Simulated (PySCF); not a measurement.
C4H10OSi, SMILES OC[C@H]1CC[SiH2]1. Geometry: PBE0-D3(BJ)/def2-SVP. The structure was generated by enumeration; whether it is a known compound was not checked. One conformer was computed; it need not be the lowest.

Computed equilibrium geometry at PBE0-D3(BJ)/def2-SVP (PySCF confirms it by a frequency run) as Cartesian coordinates in Å (one conformer of several):
```xyz
16

O      2.4741     1.0511    -0.4324
C      1.7309    -0.1120    -0.1670
C      0.3382     0.1733     0.3454
C     -0.6594     0.8601    -0.6316
C     -2.0103     0.2938    -0.1227
Si    -1.0076    -1.1513     0.5831
H      1.9991     1.5564    -1.1003
H      2.3022    -0.6752     0.5882
H      1.6666    -0.7637    -1.0640
H      0.4054     0.7740     1.2703
H     -0.4707     0.4980    -1.6588
H     -0.6002     1.9620    -0.6598
H     -2.7935     0.1409    -0.8776
H     -2.4218     0.9172     0.6870
H     -1.3044    -1.6998     1.9431
H     -0.8662    -2.2919    -0.3764
```
